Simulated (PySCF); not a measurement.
CH4Cl2Si, SMILES C[SiH](Cl)Cl. The structure is a stationary point at B3LYP-D3(BJ)/def2-SVP.

Computed equilibrium geometry at B3LYP-D3(BJ)/def2-SVP (PySCF confirms it by a frequency run) as Cartesian coordinates in Å, and its point group:
point group Cs.
```xyz
8

Si    -0.4635    -0.3261     0.0000
C      0.3093    -2.0190     0.0000
Cl     0.1521     0.7097     1.6888
Cl     0.1521     0.7097    -1.6888
H     -1.9446    -0.3521     0.0000
H      0.0001    -2.5809     0.8957
H      0.0001    -2.5809    -0.8957
H      1.4070    -1.9362     0.0000
```
